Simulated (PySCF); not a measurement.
# Radial density of Pd³⁺ (palladium, charge +3)

UHF, [Kr] 4d7, high-spin 4F determinant. Computed with PySCF 2.14 in def2-TZVPPD with the def2 core potential (28 electrons), with a scalar-relativistic core potential. This is the valence pseudo-density: the core potential removes the inner electrons and smooths the orbitals near the nucleus.

```json
{"r (bohr)": "0.0339", "4πr²ρ (e/bohr)": "1.106e-05", "4πr²(ρα − ρβ)": "0.0000"}
{"r (bohr)": "0.0569", "4πr²ρ (e/bohr)": "4.944e-05", "4πr²(ρα − ρβ)": "0.0000"}
{"r (bohr)": "0.0958", "4πr²ρ (e/bohr)": "0.0003665", "4πr²(ρα − ρβ)": "0.0001"}
{"r (bohr)": "0.161", "4πr²ρ (e/bohr)": "0.004454", "4πr²(ρα − ρβ)": "0.0011"}
{"r (bohr)": "0.271", "4πr²ρ (e/bohr)": "0.08011", "4πr²(ρα − ρβ)": "0.0188"}
{"r (bohr)": "0.456", "4πr²ρ (e/bohr)": "1.983", "4πr²(ρα − ρβ)": "0.2996"}
{"r (bohr)": "0.767", "4πr²ρ (e/bohr)": "14.49", "4πr²(ρα − ρβ)": "2.0250"}
{"r (bohr)": "1.29", "4πr²ρ (e/bohr)": "10.72", "4πr²(ρα − ρβ)": "2.3766"}
{"r (bohr)": "2.17", "4πr²ρ (e/bohr)": "1.323", "4πr²(ρα − ρβ)": "0.4465"}
{"r (bohr)": "3.65", "4πr²ρ (e/bohr)": "0.02117", "4πr²(ρα − ρβ)": "0.0062"}
{"r (bohr)": "6.14", "4πr²ρ (e/bohr)": "4.227e-05", "4πr²(ρα − ρβ)": "0.0000"}
```

Energies and moments cover only the electrons outside the core potential.
